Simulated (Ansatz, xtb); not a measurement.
ClFGa2H3N: which of two structures lies lower

Structure a: `[NH2][GaH][Ga]([F])[Cl]`, a singlet. Structure b: a singlet given by its coordinates. Both are isolated molecules in the gas phase, relaxed with B3LYP/6-31G*; the shapes shown needn't be the lowest conformers.

a (Å):

```tsv
atom	x (Å)	y (Å)	z (Å)
Cl	1.8910	-0.6740	0.3196
F	-1.3623	-0.5369	0.2495
Ga	-0.2602	1.4082	3.2502
Ga	0.0168	0.0227	1.2030
N	-1.9993	1.7750	3.6494
H	-2.2863	2.3262	4.4489
H	-2.7839	1.4513	3.0982
H	0.8748	1.9637	4.1779
```

b (Å):

| atom | x (Å) | y (Å) | z (Å) |
| --- | --- | --- | --- |
| Cl | 0.3251 | 4.9972 | 0.5975 |
| F | -0.9726 | 2.5254 | 2.3390 |
| Ga | -0.5906 | 2.9994 | 0.5094 |
| Ga | 0.5862 | 1.2874 | 2.8287 |
| N | 0.9017 | 1.7144 | 0.6598 |
| H | -1.8274 | 2.7211 | -0.4016 |
| H | 0.8247 | 0.8961 | 0.0537 |
| H | 1.8012 | 2.1531 | 0.4553 |

Close contacts (Å): Cl1–Ga3 2.20, F2–Ga3 1.93, F2–Ga4 2.05, Ga3–Ga4 3.11, Ga3–N5 1.98, Ga4–N5 2.23, Ga3–H6 1.56, N5–H7 1.02, N5–H8 1.02.

Q: Estimate which is lower in electronic energy at CCSD(T)/def2-SVP + ΔMP2/def2-TZVPP, and by roughly how much.

A: The CCSD(T)/def2-SVP + ΔMP2/def2-TZVPP calculation puts structure b lower, by 96.3 kJ/mol.

Level by level:

```json
{"level": "B3LYP/6-31G*", "geometry": "B3LYP/6-31G*", "E(b) − E(a) (kJ/mol)": "−126.3", "departure from the last row (kJ/mol)": "−30.0", "job, with rough time for the two": "optimisation, 2 min"}
{"level": "HF/def2-SVP", "geometry": "B3LYP/6-31G*", "E(b) − E(a) (kJ/mol)": "−115.5", "departure from the last row (kJ/mol)": "−19.1", "job, with rough time for the two": "part of the CCSD(T) run"}
{"level": "MP2/def2-SVP", "geometry": "B3LYP/6-31G*", "E(b) − E(a) (kJ/mol)": "−106.3", "departure from the last row (kJ/mol)": "−10.0", "job, with rough time for the two": "part of the CCSD(T) run"}
{"level": "CCSD(T)/def2-SVP", "geometry": "B3LYP/6-31G*", "E(b) − E(a) (kJ/mol)": "−115.1", "departure from the last row (kJ/mol)": "−18.8", "job, with rough time for the two": "single point"}
{"level": "CCSD(T)/def2-SVP + ΔMP2/def2-TZVPP", "geometry": "B3LYP/6-31G*", "E(b) − E(a) (kJ/mol)": "−96.3", "departure from the last row (kJ/mol)": "", "job, with rough time for the two": "single point, 37 s"}
```

None of the levels shown reverses the order. The largest departure from CCSD(T)/def2-SVP + ΔMP2/def2-TZVPP is that of B3LYP/6-31G*, 30.0 kJ/mol. Levels run at GFN2-xTB geometries aren't shown. The last row adds to CCSD(T) the change of the MP2 difference between the two basis sets, here +18.8 kJ/mol, a large step that makes the value less sure.

With harmonic frequencies from B3LYP/6-31G* (ideal gas, rigid rotor, one conformer each, 298.15 K, 1 atm): on the last row, ΔE + ΔZPE = −92.5 kJ/mol. A mode under 50 cm⁻¹ makes harmonic enthalpies and free energies unreliable, so none is given.

The correlated steps freeze 25 core orbitals; the filled d shell of Ga is correlated, in a basis made for valence electrons. Codes used: Ansatz 0.2.0; the last row on 2 threads of Intel(R) Xeon(R) 6975P-C (Granite Rapids) on a shared host.
